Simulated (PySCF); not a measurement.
Method: core-valence-separated Tamm–Dancoff BHandHLYP/aug-pcX-1 (pcseg-1 on H, def2-SVPD on Si) in PySCF, non-relativistic, gas phase, PBE0-D3(BJ)/def2-SVP geometry. BHandHLYP without relativity tends to put these K edges a few eV too low, so spacings mean more than positions.

Main lines of an unknown, eV (oscillator strength): C K: 282.7 (0.070), 286.2 (0.023), 286.9 (0.058), 287.0 (0.034), 287.0 (0.034); N K: 395.4 (0.056), 399.9 (0.006), 400.3 (0.012), 400.4 (0.010), 400.8 (0.009). Listed: the first five lines at most of each edge with a tenth or more of its strongest line's intensity; roots within 0.03 eV on the same or equivalent atoms are summed. Only the lowest roots were sought, and the top ones are left out.

Problem. Which candidate gives them?
A. `C=N[SiH2]N(C)C`
B. `N1C[C@@H](N[SiH2]1)C`

Solution. A. 

- `C=N[SiH2]N(C)C`: C K: 282.7 (0.070), 286.2 (0.023), 286.9 (0.058), 287.0 (0.034), 287.0 (0.034); N K: 395.4 (0.056), 399.9 (0.006), 400.3 (0.012), 400.4 (0.010), 400.8 (0.009). First C line listed at 282.7 eV, hole on the C=N carbon (1s→π*); first N line listed at 395.4 eV, hole on the C=N nitrogen.
- `C[C@H]1CN[SiH2]N1`: C K: 285.2 (0.010), 286.0 (0.029), 286.1 (0.025), 286.3 (0.018), 286.5 (0.022); N K: 399.0 (0.013), 399.0 (0.011), 399.8 (0.014), 399.9 (0.016), 400.7 (0.012). First C line listed at 285.2 eV, hole on the methyl carbon; first N line listed at 399.0 eV, hole on the silicon-bound nitrogen.

One conformer each; other structures than these candidates weren't tested.

The values belong to the conformer `[CH2:1]=[N:2][SiH2:3][N:4]([CH3:5])[CH3:6]`: C1–N2–Si3–N4 -130°, N2–Si3–N4–C5 -49°.
